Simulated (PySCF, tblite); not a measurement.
C₅H₁₃NSi₂.
Z-matrix (Å and degrees, GFN2-xTB geometry), rows numbered from 1:
```
C 
C   1  1.3291
N   2  1.3768  1  129.13
Si  3  1.7427  2  120.87  1  -165.09
Si  4  2.2987  3   93.05  2  -175.11
C   5  1.9109  4   91.51  3     7.11
C   3  1.4567  2  118.95  1     2.84
C   7  1.5296  3  110.60  2   -85.77
H   1  1.0750  2  124.10  3     1.66
H   1  1.0747  2  119.82  3  -178.14
H   2  1.0825  1  119.02  3   179.50
H   4  1.4746  3  111.04  2    62.95
H   4  1.4691  3  106.51  2   -52.52
H   5  1.4700  4  118.01  3  -107.39
H   5  1.4664  4  119.43  3   120.96
H   6  1.0890  5  114.29  4  -150.57
H   6  1.0916  5  108.69  4    90.27
H   7  1.0972  3  107.30  2    32.62
H   8  1.0882  7  109.97  3   -65.11
H   8  1.0877  7  110.00  3    54.29
H   8  1.0878  7  110.68  3   174.49
```

Method: PBE0/pcSseg-1 in PySCF (dipole) on a GFN2-xTB geometry, gas phase.

Masses are those of the commonest isotopes; rigid-rotor values at the optimised geometry. The values belong to one conformer with, in the numbering `[CH2:1]=[CH:2][N:3]1[SiH2:4][SiH2:5][CH2:6][C@H:7]1[CH3:8]`, C1–C2–N3–Si4 -165°, C2–N3–Si4–Si5 -175°, N3–Si4–Si5–C6 7°, Si4–Si5–C6–C7 -28°, Si5–C6–C7–C8 -79°.

(1) Give the principal moments of inertia and the rotational constants in MHz.

(2) What kind of rotor is it?

(3) What does the inertial defect say?

(4) Give the coordinates in the principal-axis frame, origin at the centre of mass.

(5) Where do the levels up to J = 3 lie, in MHz?

(6) Which lines would a microwave search look for?

(7) Estimate the classical rotational partition function at 200 K, 298.15 K and 500 K.

## Answers

(1) Ia = 222.88, Ib = 441.00, Ic = 567.42 u·Å²; 505379 MHz·u·Å²/I gives A = 2267, B = 1146, C = 890.7 MHz.

(2) An asymmetric top: κ = (2 × 1146 − 2267 − 890.7)/(2267 − 890.7) = -0.63.

(3) Not planar: Δ = Ic − Ia − Ib = -96.47 u·Å². For a rigid frame Δ = −2 Σ m c², so Σ m c² = 48.23 u·Å² lies off the ab plane: 17.91 from hydrogen and 30.32 from heavier atoms. The atom farthest from that plane is 1.92 Å away.

(4) The sense of each axis is arbitrary; atoms in the order of the calculation.
| atom | mass (u) | a (Å) | b (Å) | c (Å) |
| --- | --- | --- | --- | --- |
| C1 | 12.000 | 3.151 | 0.053 | -0.289 |
| C2 | 12.000 | 2.066 | -0.712 | -0.222 |
| N3 | 14.003 | 0.743 | -0.339 | -0.159 |
| Si4 | 27.977 | -0.488 | -1.482 | 0.306 |
| Si5 | 27.977 | -2.194 | 0.006 | -0.092 |
| C6 | 12.000 | -0.980 | 1.274 | -0.848 |
| C7 | 12.000 | 0.406 | 1.077 | -0.225 |
| C8 | 12.000 | 0.476 | 1.712 | 1.165 |
| H9 | 1.008 | 3.133 | 1.127 | -0.277 |
| H10 | 1.008 | 4.122 | -0.402 | -0.363 |
| H11 | 1.008 | 2.182 | -1.788 | -0.222 |
| H12 | 1.008 | -0.278 | -1.952 | 1.687 |
| H13 | 1.008 | -0.318 | -2.654 | -0.563 |
| H14 | 1.008 | -2.892 | 0.582 | 1.067 |
| H15 | 1.008 | -3.232 | -0.332 | -1.070 |
| H16 | 1.008 | -1.283 | 2.313 | -0.725 |
| H17 | 1.008 | -0.908 | 1.091 | -1.922 |
| H18 | 1.008 | 1.150 | 1.560 | -0.870 |
| H19 | 1.008 | -0.286 | 1.280 | 1.810 |
| H20 | 1.008 | 1.451 | 1.525 | 1.611 |
| H21 | 1.008 | 0.320 | 2.787 | 1.105 |

(5) Above 0(0,0):
J = 1: 1(0,1) 2037, 1(1,1) 3158, 1(1,0) 3413
J = 2: 2(0,2) 6071, 2(1,2) 6976, 2(1,1) 7742, 2(2,1) 11107, 2(2,0) 11145
J = 3: 3(0,3) 12031, 3(1,3) 12680, 3(1,2) 14209, 3(2,2) 17217, 3(2,1) 17405, 3(3,1) 23485, 3(3,0) 23489
The levels of one J sum to (2J + 1)J(J + 1)(A + B + C)/3.

(6) The dipole components are |μa| = 0.99 D, |μb| = 0.53 D, |μc| = 0.01 D. Intensities carry the squares of the components, which stand as 1.00 : 0.29 : 0.00 (a : b : c). Some lines, for components of 0.1 D or more:

```
type  branch         J(Ka,Kc)    MHz  lower level (cm⁻¹)
   a       Q  4(1,3) ← 4(1,4)   2527               0.675
   b       Q  4(1,3) ← 4(0,4)   2942               0.662
   b       Q  4(2,2) ← 4(1,3)   3089               0.760
   b       Q  5(2,3) ← 5(1,4)   3172               1.114
   a       R  2(0,2) ← 1(0,1)   4034               0.068
   b       R  3(0,3) ← 2(1,2)   5055               0.233
   b       Q  3(3,1) ← 3(2,2)   6268               0.574
   b       Q  4(3,2) ← 4(2,3)   6367               0.845
   b       R  3(1,3) ← 2(0,2)   6609               0.203
   b       R  4(0,4) ← 3(1,3)   7153               0.423
   a       R  4(1,4) ← 3(1,3)   7568               0.423
   b       R  4(1,4) ← 3(0,3)   8217               0.401
   a       R  4(3,1) ← 3(3,0)   8236               0.783
   b       Q  5(4,1) ← 5(3,2)   8573               1.404
   b       R  5(0,5) ← 4(1,4)   9169               0.675
   a       R  5(1,5) ← 4(1,4)   9409               0.675
   a       R  5(0,5) ← 4(0,4)   9584               0.662
   a       R  5(2,4) ← 4(2,3)  10097               0.845
   a       R  5(3,3) ← 4(3,2)  10282               1.057
   a       R  5(1,4) ← 4(1,3)  10611               0.760
   b       R  4(2,3) ← 3(1,2)  11124               0.474
   b       R  5(2,4) ← 4(1,3)  12654               0.760
   b       R  4(3,1) ← 3(2,2)  14509               0.574
   b       R  5(3,3) ← 4(2,2)  16116               0.863
   b       R  4(4,1) ← 3(3,0)  16895               0.783
```

(7) Point group C1, symmetry number σ = 1; q = (√π/σ)·√((kT/h)³/(ABC)), k/h = 20836.6 MHz/K: 313000 at 200 K, 570000 at 298.15 K, 1240000 at 500 K.

Its GFN2-xTB frequencies are all real (lowest 68 cm⁻¹). Constants of a rigid frame at the computed geometry: no zero-point averaging, no centrifugal distortion. A rigid rotor knows nothing of internal rotation, which can split or shift real lines. Quadrupole hyperfine structure (14N) is left out.
